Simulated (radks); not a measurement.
The numbers below are computed, except where a source is named.
The platinum anion Pt2-, [Hg], held by a Watson sphere: a shell of charge +2 at radius R that stands for the Madelung well of a crystal (potential energy -2/R inside, -2/r outside, in hartree with lengths in bohr). Level of theory: scalar-relativistic Kohn-Sham, LDA (Slater exchange, VWN5 correlation), spin-polarised, spherical densities, point nucleus (a radial shooting solver on a logarithmic mesh with Libxc functionals).

R (bohr),e(5p) (eV),e(6s) (eV),e(5d) (eV),<r> 5d (bohr),sum of <r^2> (bohr^2),X-ray form factor at sin(theta)/lambda = 0.1 1/angstrom
3.38,-54.094,-6.280,-4.933,1.859,85.30,74.847
3.81,-53.510,-5.640,-4.239,1.884,89.18,74.731
4.85,-52.347,-4.294,-2.921,1.927,98.25,74.528
5.57,-51.727,-3.563,-2.247,1.949,104.6,74.437
5.75,-51.593,-3.404,-2.104,1.955,106.2,74.419
6.18,-51.305,-3.060,-1.797,1.968,110.2,74.382
6.29,-51.238,-2.979,-1.726,1.971,111.2,74.374
6.58,-51.074,-2.779,-1.551,1.980,114.1,74.356
